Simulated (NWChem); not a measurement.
Species: SiH cation, singlet

```xyz
2

Si     0.0000     0.0000    -0.1085
H      0.0000     0.0000     1.4099
```
Atoms are numbered in this order, from 1.

Results from NWChem. Low-valent species are run as closed-shell singlets; no triplet was tried in these runs. All runs use the structure optimised with PBE0-D3(BJ)/def2-TZVP. Vertical excitations in the gas phase; the lowest state need not have the same character in each row.

For level PBE/def2-SVPD, TDA:

```yaml
lowest excitation, singlet (eV): 3.30
lowest state with f > 0.02, singlet (eV): 3.30
lowest triplet (eV): 1.93
orbital gap (eV): 2.72
```

Question: Estimate the same quantities for level LDA (Slater exchange, VWN5)/def2-SVPD, TDA.

Answer: 
| Item | Value |
|---|---|
| lowest excitation, singlet (eV) | 3.20 |
| lowest state with f > 0.02, singlet (eV) | 9.63 |
| lowest triplet (eV) | 2.03 |
| orbital gap (eV) | 2.55 |
